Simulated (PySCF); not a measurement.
Zn(Et) (C2H5Zn), SMILES [CH2](C)[Zn+], charge +1.

Geometry optimised at B3LYP-D3(BJ)/def2-SVP. The multiplicity is an assumed one; other spin states were not compared. The isomer is the one that the SMILES or the coordinates give; other isomers of the formula were not compared.

Calculation: ωB97X/def2-TZVPD run with PySCF.

Symmetry labels are those of the subgroup Cs that the program uses (full group Cs).

Task: List the valence orbital energies around the gap with their symmetry. (Estimate from the structure and the level; the computed values follow.)

Result: 
```csv
orbital,symmetry,energy (eV)
HOMO−7,A",-23.42
HOMO−6,A',-23.42
HOMO−5,A',-23.31
HOMO−4,A",-20.63
HOMO−3,A',-19.29
HOMO−2,A',-18.81
HOMO−1,A",-17.63
HOMO,A',-15.59
LUMO,A',-6.96
LUMO+1,A',-3.87
LUMO+2,A",-3.82
LUMO+3,A',-1.92
```
